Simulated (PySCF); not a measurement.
Si(Me)2(Cl)2 (C2H6Cl2Si), SMILES C[Si](Cl)(Cl)C. Atoms are numbered in the order given.

```xyz
11

C      0.0000     1.5621     1.3423
Si     0.0000     0.0000     0.3374
C      0.0000    -1.5621     1.3423
Cl     1.6800     0.0000    -0.8865
Cl    -1.6800     0.0000    -0.8865
H     -0.8945     1.6082     1.9841
H      0.0000     2.4464     0.6869
H      0.8945     1.6082     1.9841
H      0.0000    -2.4464     0.6869
H     -0.8945    -1.6082     1.9841
H      0.8945    -1.6082     1.9841
```

The structure is a stationary point at r2SCAN-D4/def2-SVP. The isomer is the one that the SMILES or the coordinates give; other isomers of the formula were not compared.

These are HF/def2-TZVP run with PySCF values and carry that method's errors.

Symmetry labels are those of the subgroup C2v that the program uses (full group C2v).

Computed valence orbital energies around the gap with their symmetry:
```csv
orbital,symmetry,energy (eV)
HOMO−7,A2,-15.47
HOMO−6,B1,-14.20
HOMO−5,A1,-14.10
HOMO−4,B2,-13.82
HOMO−3,A1,-12.66
HOMO−2,A2,-12.64
HOMO−1,B1,-12.25
HOMO,B2,-11.85
LUMO,A1,3.39
LUMO+1,B2,4.34
LUMO+2,A1,4.75
LUMO+3,B1,4.94
```
